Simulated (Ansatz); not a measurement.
Reactions of C$_{2}$H$_{7}$AlOS (`C[CH2][Al]([OH])[SH]`).

Gas-phase electronic energies from Ansatz, PBE0-D4/def2-TZVP geometries. CCSD(T)/CBS is the MP2 limit (def2-TZVPP, def2-QZVPP) plus CCSD(T) − MP2 in def2-TZVPP, frozen cores. This one scheme is used for every species. DFT in def2-TZVPP. For Se outer-core shells are correlated without core-valence functions, which leaves a few kJ/mol of doubt a bond. Scalar relativity is left out up to krypton. One conformer a species, not always the lowest.

```json
{"reaction": "`C[CH2][Al]([OH])[SH]` + CH₃NH₂ → `C[NH][Al]([OH])[SH]` + ethane", "PBE0-D4 (kcal/mol)": "-21.6", "r2SCAN-D4 (kcal/mol)": "-23.0", "CCSD(T)/CBS(def2) (kcal/mol)": "-22.9"}
{"reaction": "`C[CH2][Al]([OH])[SH]` + `NB(F)S` → `CSB(N)F` + `[CH3][Al]([OH])[SH]`", "PBE0-D4 (kcal/mol)": "-1.8", "r2SCAN-D4 (kcal/mol)": "-2.5", "CCSD(T)/CBS(def2) (kcal/mol)": "-1.8"}
{"reaction": "`C[CH2][Al]([OH])[SH]` + CH₃OH → `C[O][Al]([OH])[SH]` + ethane", "PBE0-D4 (kcal/mol)": "-31.1", "r2SCAN-D4 (kcal/mol)": "-33.4", "CCSD(T)/CBS(def2) (kcal/mol)": "-32.7"}
{"reaction": "`C[CH2][Al]([OH])[SH]` + `CC(C)C(C)C` → `CC(C)C(C)(C)C` + `[CH3][Al]([OH])[SH]`", "PBE0-D4 (kcal/mol)": "-4.2", "r2SCAN-D4 (kcal/mol)": "-5.0", "CCSD(T)/CBS(def2) (kcal/mol)": "-5.6"}
{"reaction": "`C[CH2][Al]([OH])[SH]` + `B[SeH]` → `B[Se]CC` + `[OH][AlH][SH]`", "PBE0-D4 (kcal/mol)": "7.0", "r2SCAN-D4 (kcal/mol)": "7.1", "CCSD(T)/CBS(def2) (kcal/mol)": "6.2"}
{"reaction": "`C[CH2][Al]([OH])[SH]` + `NCF` → `CCNCF` + `[OH][AlH][SH]`", "PBE0-D4 (kcal/mol)": "13.9", "r2SCAN-D4 (kcal/mol)": "14.1", "CCSD(T)/CBS(def2) (kcal/mol)": "13.5"}
```

Largest T1 diagnostic: 0.013, for `B[SeH]`.
